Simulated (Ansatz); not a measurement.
`C[NH][GeH2][OH]` + `[CH3][Ge]([F])([F])[Cl]` → `C[NH][GeH2][F]` + `[CH3][Ge]([OH])([F])[Cl]`  (redistribution)

Calculated with Ansatz (gas phase, PBE0-D4/def2-TZVP geometries, no zero-point term in ΔE). CCSD(T)/CBS is the MP2 limit (def2-TZVPP, def2-QZVPP) plus CCSD(T) − MP2 in def2-TZVPP, frozen cores. DFT in def2-TZVPP. For Ge outer-core shells are correlated without core-valence functions, which leaves a few kJ/mol of doubt a bond. Scalar relativity is left out up to krypton. Each species was taken in one conformer, which may not be the lowest.

`C[NH][GeH2][OH]`:

Z-matrix (Å, degrees):
```
C
N 1 1.449
H 1 1.098 2 114.2
H 1 1.094 2 110.5 3 122.1
H 1 1.093 2 109.5 3 -120.3
Ge 2 1.821 1 121.2 3 77.8
H 2 1.008 1 113.1 3 -65.7
O 6 1.790 2 114.3 1 -58.2
H 6 1.531 2 108.6 1 55.4
H 6 1.539 2 106.4 1 -179.4
H 8 0.959 6 112.9 2 -68.7
```

`[CH3][Ge]([F])([F])[Cl]`:

Z-matrix (Å, degrees):
```
C
Ge 1 1.916
H 1 1.089 2 109.3
H 1 1.090 2 108.9 3 120.0
H 1 1.090 2 109.3 3 -120.0
F 2 1.719 1 111.5 3 -178.7
F 2 1.719 1 111.5 3 -62.5
Cl 2 2.120 1 115.1 3 59.4
```

`C[NH][GeH2][F]`:

Cartesian coordinates in Å:
```
C 0.660 1.132 0.561
N -0.180 0.529 -0.456
Ge -0.746 -1.181 -0.337
F 0.586 -2.313 -0.488
H 1.724 0.885 0.460
H 0.557 2.220 0.546
H 0.337 0.794 1.549
H 0.036 0.850 -1.388
H -1.301 -1.427 1.069
H -1.675 -1.490 -1.514
```

`[CH3][Ge]([OH])([F])[Cl]`:

Cartesian coordinates in Å:
```
C -0.508 -0.348 -1.215
Ge 0.113 -0.054 0.573
O 1.255 1.274 0.621
F 0.921 -1.460 1.178
Cl -1.454 0.296 1.988
H -1.053 0.530 -1.559
H -1.166 -1.217 -1.232
H 0.350 -0.524 -1.864
H 1.542 1.502 1.509
```

```tsv
level	ΔE (kJ/mol)
r2SCAN-D4	-17.7
ωB97X-V	-19.0
ωB97M-V	-18.8
B2PLYP	-18.3
r2SCAN	-17.7
HF/def2-QZVPP	-19.5
HF/CBS(def2)	-19.5
MP2/CBS(def2)	-18.6
```

Q: What does CCSD(T)/CBS give? (Best estimate.)

A: The calculation gave: -18.2 kJ/mol. The listed levels differ from it by 0.5, -0.8, -0.6, -0.1, 0.5, -1.3, -1.3, -0.4 kJ/mol.

Largest T1 diagnostic among the species: 0.011.
